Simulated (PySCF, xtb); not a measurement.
AlFHI, SMILES [F][AlH][I].

Harmonic wavenumbers (cm⁻¹) from xtb with GFN2-xTB at its own minimum, in rising order: 135, 414, 439, 616, 815, 1980.

Q: What does B3LYP-D3(BJ)/def2-TZVP (PySCF 2.14.0) give at its own minimum? (An estimate is asked for; the answer gives what the named calculation found.)

A: 165, 354, 449, 648, 842, 2011. Paired by order, the mean absolute difference is 31 cm⁻¹ and the zero-point energies are 6.3 and 6.4 kcal/mol.
